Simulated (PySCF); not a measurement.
# Dipole response of Pt⁺ (platinum, charge +1)

[Xe] 4f14 5d8 6s1, high-spin 4F determinant (an excited configuration). All numbers are calculated (PySCF 2.14, the spin-free X2C one-electron Hamiltonian (Gaussian nucleus), in x2c-TZVPPall with one added diffuse shell each of s, p, d, f type (12s8p8d4f1g, 113 functions)). Coupled (time-dependent) response in atomic units; α is the mean over directions.

| method | mean α (bohr³) | C₆ (like pair) | S(−4) |
| --- | --- | --- | --- |
| PBE0 | 23.32 | 184.7 | 210.6 |

S(−4) is the Cauchy moment in α(ω) = α(0) + S(−4) ω² + …

Spin-orbit coupling is absent.

α(iu) at PBE0:

| u (hartree) | α(iu) (bohr³) |
| --- | --- |
| 0 | 23.32 |
| 0.0500 | 22.81 |
| 0.100 | 21.47 |
| 0.200 | 17.81 |
| 0.300 | 14.49 |
| 0.500 | 10.11 |
| 0.750 | 7.133 |
| 1.00 | 5.401 |
| 1.50 | 3.475 |
| 2.00 | 2.442 |
| 3.00 | 1.396 |
| 5.00 | 0.6292 |

A single London oscillator, α(iu) = α/(1 + u²/ω²), gives C₆ = (3/4) ω α². Matching the computed C₆ needs ω = 4 × 184.7 / (3 × 23.32²) = 0.453 hartree.

For an ion, C₆ is the dispersion term alone; charge-induced terms of lower order in 1/R come first.

Spin-orbit coupling, absent here, splits the open shell strongly.
